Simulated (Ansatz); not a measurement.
Ansatz (a first-principles code) input (BLYP/def2-TZVPD):

Ansatz 0.2 input:
```yaml
crystal:
  periodic: [false, false, false]
  atoms:
    - {symbol: Si, position_ang: [0.80197483, -0.19760247, 0.60595417]}
    - {symbol: H, position_ang: [2.06331240, -0.51011346, -0.15628702]}
    - {symbol: Cl, position_ang: [-0.78182117, 0.19273812, -0.48982772]}
basis:
  gaussian:
    orbitals: def2-TZVPD
hamiltonian:
  xc: {name: BLYP}
total_charge: 1
magnetization: {spin_polarized: true, initial_magnetization: 1}
output: {forces: true}
```

Output:

```
Functional definition: BLYP
integrals: 0.02 GiB planned
606 factors; their error is unknown
mean field: 0.26 GiB planned
mean field evaluation 1: about -20403.2348 eV, gradient 3.1e1 eV
mean field evaluation 2: about -20358.8255 eV, gradient 8.4e1 eV
mean field evaluation 4: about -20407.6535 eV, gradient 7.4e0 eV
mean field evaluation 8: about -20407.9399 eV, gradient 1.5e-1 eV
mean field evaluation 16: about -20407.9324 eV, gradient 3.3e-5 eV
mean field -20407.93238700 eV, -749.9776822290 hartree, gradient 3.3e-5 eV, S^2 0.753398; 0 other end points of the search recorded, 0 dependent functions left out
the calculation of the forces begins
reference -20407.93266787 eV, -749.9776925507 hartree; 16, 15 occupied and 82, 83 virtual orbitals, 606 factors
Total energy: -20407.93266787 eV, -749.9776925507 hartree
Atom 0 at     0.801975    -0.197602     0.605954 Å, force     0.207423    -0.050870     0.393901 eV/Å
Atom 1 at     2.063312    -0.510113    -0.156287 Å, force     0.163421    -0.040511    -0.120227 eV/Å
Atom 2 at    -0.781821     0.192738    -0.489828 Å, force    -0.370844     0.091381    -0.273674 eV/Å
Dipole moment:     0.607115    -0.149704     0.345338 e Å
```
